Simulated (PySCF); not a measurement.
Coordinates in bohr (charge 0 multiplicity 3):
```
Ti    0.4927    0.1810    0.0000
F    -0.6105   -0.2242    3.1749
F    -0.6105   -0.2242   -3.1749
```

Level of theory: PySCF, UPBE0, basis Ti def2-TZVP, F def2-TZVP (no relativity, density fitting).

This geometry of TiF₂ is a stationary point at this level.

(1) What is the point group?

(2) Is it a minimum?

(3) Give the atomic charges and bond orders.

(4) What is the atomisation energy, with and without zero-point energy?

## Answers

(1) C2v.

(2) Yes: all harmonic wavenumbers are real.

(3) 
```csv
atom,Mulliken,Löwdin,polar tensor,spin (Mulliken),Mayer order to Ti1
Ti1,1.04,0.54,1.46,2.04,–
"F2,3",-0.52,-0.27,-0.73,-0.02,0.88
```

(4) 1191 kJ/mol without, 1181 kJ/mol with.

Only a few start shapes were tried, so a lower isomer may exist. With open d or f shells other occupations or spin states may lie lower.
